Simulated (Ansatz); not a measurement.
The cluster Ca2O, relaxed as a triplet with UKS PBE0-D4/def2-TZVP in Ansatz, starting from the PBE0-D4/def2-TZVP geometry of the neutral singlet. Force threshold 0.02 eV/Å.

The structure comes from a short search, and lower isomers may exist.

Start:

```xyz
3

Ca    0.9535   -1.1413    0.8378
Ca   -0.4876    0.9538   -1.3290
O    -0.4659    0.1875    0.4912
```

Estimate the energy that the relaxation releases and the steps that it takes.

42.1 kJ/mol, in 6 steps; 12 s on 4 threads of Arm Neoverse V2 on a shared host. No frequencies were taken in this run, so the end may be a saddle point.

Does the start keep its bonding and symmetry?

By distances, no bond broke or formed. The bond that changes most is Ca2–O3, from 1.97 to 2.00 Å (atoms count from 1). Point group C2v at the start, D∞h at the end, both within 0.05 Å.

Predict the relaxed structure.


Cartesian coordinates in Å:
```
Ca 0.862 -1.253 1.295
Ca -0.861 1.253 -1.296
O 0.000 0.000 0.000
```
Bond lengths (bridged metal pairs left out): 2 × Ca–O 2.00 Å.
